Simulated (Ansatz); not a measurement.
A short molecular-dynamics run on C₉H₁₅NO (relaxed from a model of N-butylpyridinium hydroxide, whose bonding it doesn't keep).

```yaml
crystal:
  periodic: [false, false, false]
  atoms:
    - {symbol: C, position_ang: [-3.829203, 0.939804, 0.812561]}
    - {symbol: C, position_ang: [-2.898050, -0.112061, 0.208388]}
    - {symbol: C, position_ang: [-1.413919, 0.234907, 0.354515]}
    - {symbol: C, position_ang: [-0.488552, -0.830305, -0.245468]}
    - {symbol: N, position_ang: [0.925638, -0.491161, -0.143318]}
    - {symbol: C, position_ang: [1.492681, 0.304442, -1.233584]}
    - {symbol: C, position_ang: [2.786659, 0.931264, -0.810054]}
    - {symbol: C, position_ang: [3.536001, 0.396433, 0.200998]}
    - {symbol: C, position_ang: [3.021285, -0.667381, 1.021919]}
    - {symbol: C, position_ang: [1.714276, -1.044712, 0.830513]}
    - {symbol: H, position_ang: [-3.639357, 1.070413, 1.898465]}
    - {symbol: H, position_ang: [-4.895532, 0.662250, 0.690544]}
    - {symbol: H, position_ang: [-3.684191, 1.930096, 0.332374]}
    - {symbol: H, position_ang: [-3.091526, -1.100023, 0.683796]}
    - {symbol: H, position_ang: [-3.136363, -0.249425, -0.870078]}
    - {symbol: H, position_ang: [-1.156408, 0.370360, 1.428101]}
    - {symbol: H, position_ang: [-1.210274, 1.214160, -0.133313]}
    - {symbol: H, position_ang: [-0.655802, -1.802339, 0.265360]}
    - {symbol: H, position_ang: [-0.728284, -0.998999, -1.316925]}
    - {symbol: H, position_ang: [0.738241, 1.067103, -1.526304]}
    - {symbol: H, position_ang: [3.150110, 1.773784, -1.416534]}
    - {symbol: H, position_ang: [4.532748, 0.812143, 0.421077]}
    - {symbol: H, position_ang: [3.620892, -1.130032, 1.815494]}
    - {symbol: H, position_ang: [1.220266, -1.799297, 1.463612]}
    - {symbol: O, position_ang: [1.638672, -0.475313, -2.431148]}
    - {symbol: H, position_ang: [2.449980, -1.006120, -2.300983]}
basis:
  gaussian: {orbitals: "6-31G*"}
hamiltonian: {xc: {name: r2SCAN}}
md: {timestep: 2 fs, n_steps: 12, ensemble: nvt_langevin, temperature: 1000, initial_velocities: maxwell_boltzmann, friction: 0.01, seed: 47}
scf: {omitted_lower_state_checks: [starts]}
```

```sh
$ ansatz run in.yaml --threads 4 --pin off --events-out ev --progress --plain --max-ram 6963MiB
```

| step | time (fs) | potential energy (eV) | kinetic (eV) | T (K) |
| --- | --- | --- | --- | --- |
| 0 | 0.0 | -13105.9733 | 3.2315 | 962 |
| 1 | 2.0 | -13104.5098 | 2.1883 | 651 |
| 2 | 4.0 | -13104.3461 | 2.0242 | 602 |
| 3 | 6.0 | -13103.3768 | 1.1901 | 354 |
| 4 | 8.0 | -13103.2433 | 1.2194 | 363 |
| 5 | 10.0 | -13103.7223 | 1.6732 | 498 |
| 6 | 12.0 | -13104.3218 | 2.0800 | 619 |
| 7 | 14.0 | -13104.0060 | 1.8818 | 560 |
| 8 | 16.0 | -13104.3190 | 1.9821 | 590 |
| 9 | 18.0 | -13103.5542 | 1.3577 | 404 |
| 10 | 20.0 | -13104.1979 | 1.7376 | 517 |
| 11 | 22.0 | -13104.2585 | 1.7831 | 531 |
| 12 | 24.0 | -13104.6159 | 2.2538 | 671 |

Velocities are drawn at the set temperature; a run this short doesn't reach equilibrium. Under Langevin dynamics the printed temperature counts 3N degrees of freedom, so it starts below the set value.

The 6-31G sets use Cartesian d functions.

Frames (Å, forces in eV/Å):

```xyz
26
time=0.0 fs
C    -3.829    0.940    0.813   -0.178    0.296    0.167
C    -2.898   -0.112    0.208   -0.116   -0.422   -0.229
C    -1.414    0.235    0.355    0.178    0.420    0.216
C    -0.489   -0.830   -0.245   -0.253   -0.425   -0.214
N     0.926   -0.491   -0.143    0.135    0.010    0.073
C     1.493    0.304   -1.234   -0.159    0.397    0.078
C     2.787    0.931   -0.810    0.275    0.024    0.105
C     3.536    0.396    0.201   -0.015    0.183   -0.152
C     3.021   -0.667    1.022   -0.134   -0.136    0.081
C     1.714   -1.045    0.831    0.170   -0.083    0.174
H    -3.639    1.070    1.898   -0.048   -0.068   -0.383
H    -4.896    0.662    0.691    0.386    0.069    0.027
H    -3.684    1.930    0.332   -0.033   -0.361    0.149
H    -3.092   -1.100    0.684    0.064    0.340   -0.127
H    -3.136   -0.249   -0.870    0.077    0.078    0.355
H    -1.156    0.370    1.428   -0.088   -0.062   -0.346
H    -1.210    1.214   -0.133   -0.077   -0.325    0.150
H    -0.656   -1.802    0.265    0.076    0.339   -0.149
H    -0.728   -0.999   -1.317    0.105    0.093    0.362
H     0.738    1.067   -1.526    0.270   -0.351    0.096
H     3.150    1.774   -1.417   -0.139   -0.341    0.219
H     4.533    0.812    0.421   -0.377   -0.154   -0.082
H     3.621   -1.130    1.815   -0.247    0.177   -0.308
H     1.220   -1.799    1.464    0.170    0.304   -0.271
O     1.639   -0.475   -2.431    0.171   -0.141   -0.004
H     2.450   -1.006   -2.301   -0.212    0.139    0.013
26
time=2.0 fs
C    -3.820    0.929    0.810   -0.739   -0.943   -1.174
C    -2.902   -0.112    0.175    0.814   -1.278    4.711
C    -1.430    0.261    0.377    1.672    0.029   -0.581
C    -0.477   -0.827   -0.254   -0.806    0.846    0.881
N     0.909   -0.519   -0.176    1.433    0.530    0.856
C     1.486    0.332   -1.243    0.824   -0.964    0.630
C     2.814    0.916   -0.786   -1.467    0.644   -1.437
C     3.543    0.390    0.205   -1.949   -0.930    0.137
C     3.022   -0.657    1.032   -2.024    0.318   -1.417
C     1.690   -1.057    0.830    3.431    3.569   -2.427
H    -3.648    1.091    1.837    0.623    0.107    1.486
H    -4.874    0.691    0.734   -0.491   -0.559   -0.107
H    -3.765    1.864    0.314    0.491    1.305   -0.654
H    -3.036   -1.137    0.749   -0.006    1.652   -1.067
H    -3.090   -0.310   -0.818   -0.624   -0.267   -2.584
H    -1.074    0.356    1.453   -0.842    0.148   -0.991
H    -1.195    1.233   -0.170   -0.265   -0.813    0.768
H    -0.607   -1.792    0.193   -0.404   -0.728    0.748
H    -0.710   -0.993   -1.269   -0.496   -0.001   -1.671
H     0.756    1.043   -1.591   -0.458    0.671    0.304
H     3.188    1.780   -1.352   -0.195   -0.277    0.081
H     4.414    0.913    0.387    2.307    0.615    0.815
H     3.598   -1.066    1.805    0.671   -0.729    1.113
H     1.338   -1.778    1.434   -1.993   -2.619    1.991
O     1.643   -0.481   -2.412   -7.655    4.579   -1.840
H     2.368   -0.889   -2.252    8.152   -4.904    1.428
26
time=6.0 fs
C    -3.813    0.900    0.794   -1.876    1.644   -0.435
C    -2.915   -0.129    0.165    1.484   -0.049    0.550
C    -1.450    0.302    0.416    2.274   -2.031   -2.395
C    -0.466   -0.819   -0.268   -2.775   -0.429   -1.163
N     0.893   -0.564   -0.232    2.975    1.319    1.981
C     1.476    0.381   -1.266    0.727   -1.503    0.930
C     2.843    0.905   -0.764   -3.079    0.845   -2.404
C     3.548    0.372    0.220    1.312    2.060    1.243
C     3.000   -0.642    1.041   -0.033   -0.719    1.210
C     1.680   -1.052    0.814    1.491   -0.714    0.911
H    -3.620    1.148    1.865    0.410   -0.315   -0.709
H    -4.884    0.650    0.774   -0.005   -0.532   -0.005
H    -3.847    1.870    0.216    0.596   -0.646    0.511
H    -2.947   -1.040    0.743   -0.657   -0.791    0.167
H    -3.101   -0.435   -0.933    0.192    0.908    1.504
H    -0.975    0.353    1.403   -1.145    0.247    0.538
H    -1.180    1.212   -0.127   -0.172    0.367    0.092
H    -0.548   -1.848    0.127   -0.794    0.372    0.346
H    -0.748   -0.926   -1.352   -0.008    0.130    0.658
H     0.702    1.084   -1.647    0.429    0.148    0.870
H     3.231    1.776   -1.257   -0.047    0.438   -0.473
H     4.382    1.145    0.431   -0.499   -2.273    0.387
H     3.603   -0.991    1.932   -1.023    0.017   -1.127
H     1.399   -1.943    1.523   -0.558    1.794   -1.736
O     1.626   -0.464   -2.382    5.058   -2.006    0.170
H     2.654   -0.958   -2.081   -4.277    1.721   -1.623
26
time=8.0 fs
C    -3.821    0.889    0.783   -1.952    1.835    0.253
C    -2.919   -0.143    0.168    1.584    2.608   -1.779
C    -1.450    0.318    0.423    1.252   -3.391   -3.209
C    -0.468   -0.813   -0.282   -3.040   -0.900   -1.502
N     0.896   -0.580   -0.250    2.837    1.523    2.020
C     1.470    0.399   -1.274    0.345   -1.252    1.148
C     2.843    0.910   -0.764   -2.445    0.768   -1.758
C     3.553    0.366    0.233    0.687    2.814    0.550
C     2.984   -0.640    1.048    0.591   -0.382    1.320
C     1.683   -1.046    0.807    0.470   -1.544    1.024
H    -3.575    1.154    1.872    0.000   -0.468   -1.472
H    -4.898    0.599    0.792    0.472   -0.209    0.057
H    -3.866    1.867    0.195    0.503   -0.997    0.669
H    -2.945   -0.989    0.712   -0.746   -3.515    1.975
H    -3.133   -0.473   -0.951    0.493    1.160    2.065
H    -0.992    0.382    1.374   -0.580    0.124    1.877
H    -1.193    1.201   -0.094    0.100    1.513   -0.739
H    -0.564   -1.868    0.119   -0.721    1.083   -0.044
H    -0.778   -0.885   -1.402    0.346    0.035    1.632
H     0.671    1.119   -1.634    0.961   -0.345    0.940
H     3.231    1.795   -1.245   -0.096    0.246   -0.345
H     4.361    1.171    0.478   -0.562   -2.469    0.227
H     3.570   -0.947    1.961   -0.962   -0.192   -1.074
H     1.392   -1.979    1.503   -0.360    2.265   -1.892
O     1.634   -0.458   -2.367    3.731   -1.184   -0.609
H     2.577   -0.881   -2.090   -2.905    0.870   -1.332
26
time=12.0 fs
C    -3.857    0.874    0.768   -0.569   -1.384    0.524
C    -2.908   -0.156    0.170    0.895   -0.920    4.129
C    -1.435    0.321    0.410    1.145   -1.464   -1.404
C    -0.497   -0.809   -0.316   -0.458    1.291    0.644
N     0.934   -0.601   -0.268    0.032    1.667    1.373
C     1.453    0.417   -1.268    2.547   -2.529    2.205
C     2.821    0.934   -0.782   -0.185    0.174    0.622
C     3.561    0.375    0.257   -4.259   -0.013   -1.449
C     2.952   -0.639    1.070    0.561    0.991   -0.965
C     1.691   -1.056    0.799    0.347    2.266   -2.446
H    -3.500    1.113    1.769   -0.150    0.042    0.354
H    -4.889    0.482    0.838    0.242    0.200    0.029
H    -3.882    1.787    0.232    0.013    1.146   -0.906
H    -3.032   -1.159    0.786    0.201    1.712   -0.943
H    -3.155   -0.459   -0.805   -0.008    0.013   -1.852
H    -1.096    0.442    1.481   -0.777   -0.259   -0.828
H    -1.249    1.302   -0.101   -0.130   -0.613    0.302
H    -0.683   -1.809    0.073   -0.381   -0.130    0.298
H    -0.803   -0.801   -1.361    0.036   -0.182   -0.317
H     0.720    1.153   -1.546   -0.483    0.469    0.050
H     3.232    1.827   -1.251   -0.243    0.002   -0.224
H     4.307    0.989    0.618    2.364    0.757    0.653
H     3.429   -0.870    1.976    0.582   -0.958    1.116
H     1.294   -1.846    1.295   -1.619   -2.263    1.804
O     1.640   -0.441   -2.343    2.812   -0.920   -2.062
H     2.579   -0.853   -2.138   -2.515    0.906   -0.707
26
time=14.0 fs
C    -3.885    0.864    0.760    1.234   -1.734    0.657
C    -2.898   -0.163    0.184    0.248   -0.988    3.979
C    -1.422    0.312    0.396    0.223   -0.328   -0.315
C    -0.517   -0.802   -0.330    0.733    1.548    1.791
N     0.962   -0.606   -0.270   -1.820    1.744    0.566
C     1.452    0.413   -1.255    2.536   -1.713    1.818
C     2.811    0.948   -0.797    0.516   -0.754    2.006
C     3.550    0.375    0.262   -2.550    1.236   -0.706
C     2.939   -0.634    1.075    1.620    0.271    1.043
C     1.695   -1.057    0.787   -1.043    0.468   -1.233
H    -3.476    1.083    1.732   -0.207    0.350    0.840
H    -4.855    0.423    0.878   -0.856   -0.015   -0.021
H    -3.898    1.768    0.228   -0.231    1.419   -1.119
H    -3.078   -1.187    0.794    0.571    2.037   -1.114
H    -3.155   -0.425   -0.787   -0.103   -0.324   -2.386
H    -1.185    0.464    1.514   -0.289   -0.469   -1.526
H    -1.299    1.344   -0.092    0.041   -1.323    0.454
H    -0.774   -1.789    0.046    0.015   -0.221    0.279
H    -0.823   -0.755   -1.343   -0.050   -0.175   -1.390
H     0.729    1.196   -1.510   -0.180   -0.242    0.071
H     3.223    1.827   -1.247   -0.023    0.534   -0.574
H     4.388    0.908    0.715    0.362   -0.173   -0.660
H     3.406   -0.874    2.051   -0.222   -0.371   -0.794
H     1.177   -1.846    1.252   -0.439   -0.939    1.257
O     1.638   -0.427   -2.342    4.002   -1.726   -2.254
H     2.657   -0.894   -2.161   -4.087    1.887   -0.669
26
time=18.0 fs
C    -3.924    0.836    0.757    1.073    0.179    0.285
C    -2.883   -0.191    0.243   -0.632    3.085   -4.658
C    -1.396    0.291    0.365   -2.091   -0.697   -0.220
C    -0.543   -0.770   -0.348    0.953    0.480   -0.334
N     1.000   -0.608   -0.263   -3.895    1.639   -0.849
C     1.475    0.399   -1.210    0.958   -0.173   -0.141
C     2.801    0.968   -0.809    1.656   -0.139    2.282
C     3.513    0.379    0.261    0.517    1.505    0.478
C     2.938   -0.616    1.095   -0.525   -0.990    0.513
C     1.691   -1.072    0.762   -1.638   -1.672    2.214
H    -3.501    1.079    1.744   -0.512    0.591    0.169
H    -4.880    0.308    0.956    0.178    0.686   -0.486
H    -3.981    1.795    0.131   -0.216   -1.424    0.815
H    -3.105   -1.085    0.693    0.002   -2.598    1.422
H    -3.150   -0.345   -0.903    0.649   -0.005    1.879
H    -1.365    0.463    1.419    1.288   -0.492    1.282
H    -1.354    1.309   -0.010    0.326    0.193   -0.791
H    -0.879   -1.763    0.016    0.650    0.239   -0.096
H    -0.860   -0.696   -1.433    0.784   -0.300    0.942
H     0.707    1.218   -1.440    0.743   -1.298    0.168
H     3.209    1.871   -1.296   -0.395   -0.575    0.024
H     4.512    0.713    0.773   -1.602    0.073   -1.900
H     3.362   -0.913    2.067    0.126   -0.049   -0.724
H     0.990   -1.835    1.308    1.950    1.215   -0.333
O     1.657   -0.404   -2.358   -8.253    4.576   -3.025
H     2.409   -0.796   -2.269    7.904   -4.049    1.084
26
time=20.0 fs
C    -3.939    0.821    0.760    0.643   -0.351    0.809
C    -2.882   -0.199    0.258   -0.632    2.824   -4.508
C    -1.392    0.279    0.350   -2.466   -1.069    0.620
C    -0.548   -0.752   -0.361    1.402   -0.271   -0.343
N     1.001   -0.605   -0.260   -3.847    1.461   -0.817
C     1.489    0.397   -1.188    1.270   -1.045   -0.563
C     2.807    0.977   -0.806    1.178    0.340    1.550
C     3.494    0.391    0.257    0.067    0.379    0.538
C     2.938   -0.608    1.110   -2.461   -0.869   -1.692
C     1.679   -1.092    0.759    0.247    0.007    2.069
H    -3.543    1.110    1.750   -0.474    0.495   -0.020
H    -4.900    0.277    0.972    0.548    0.747   -0.531
H    -4.050    1.739    0.115   -0.042   -0.988    0.577
H    -3.093   -1.124    0.680    0.082   -2.050    1.095
H    -3.113   -0.297   -0.881    0.297   -0.347    1.508
H    -1.384    0.448    1.399    1.530   -0.530    1.606
H    -1.362    1.279    0.013    0.338    1.277   -1.294
H    -0.867   -1.749    0.010    0.575    0.250   -0.169
H    -0.839   -0.699   -1.451    0.662   -0.212    0.908
H     0.708    1.148   -1.397    0.164   -0.272   -0.171
H     3.191    1.887   -1.339   -0.406   -1.052    0.423
H     4.474    0.629    0.705   -0.110    0.902   -1.161
H     3.338   -0.942    2.026    0.980   -0.370    0.814
H     1.014   -1.762    1.333    0.929   -0.006    0.202
O     1.651   -0.388   -2.376    1.497   -0.519   -1.626
H     2.552   -0.880   -2.305   -1.973    1.270    0.175
26
time=24.0 fs
C    -3.959    0.783    0.776    0.970   -0.807    1.396
C    -2.892   -0.201    0.258    0.163   -1.056    1.056
C    -1.414    0.254    0.332   -1.054    1.812    2.403
C    -0.547   -0.724   -0.388    2.108   -1.796    1.648
N     0.974   -0.592   -0.251   -2.172    0.316    0.694
C     1.521    0.379   -1.150    0.608   -1.515   -1.579
C     2.832    1.002   -0.801   -1.662   -1.350    1.199
C     3.448    0.421    0.255    1.055   -0.638    0.954
C     2.905   -0.598    1.123   -0.651   -1.271   -0.107
C     1.659   -1.117    0.774    1.285    1.606    1.440
H    -3.657    1.204    1.760   -0.171   -0.015   -0.413
H    -4.889    0.262    0.935   -0.545   -0.474    0.202
H    -4.216    1.573    0.105    0.294    0.859   -0.730
H    -3.021   -1.294    0.711    0.287    2.203   -0.758
H    -3.011   -0.266   -0.779   -0.929   -0.753   -2.065
H    -1.254    0.340    1.456    0.750   -0.199   -1.120
H    -1.343    1.321   -0.046    0.030   -1.012    0.116
H    -0.789   -1.743    0.007    0.187    0.490   -0.272
H    -0.736   -0.757   -1.432   -0.260    0.093   -1.237
H     0.683    1.002   -1.336   -0.470    1.428   -0.686
H     3.135    1.844   -1.376    0.564    0.501   -0.355
H     4.468    0.621    0.517    0.686    0.885   -0.022
H     3.443   -1.033    2.028   -0.547    0.772   -1.492
H     1.116   -1.695    1.493   -0.449   -0.833    0.053
O     1.653   -0.363   -2.415    1.067    0.050   -0.532
H     2.533   -0.843   -2.378   -1.144    0.704    0.204
```

It took 1.9 min on 4 threads of Arm Neoverse V1 on a shared host.
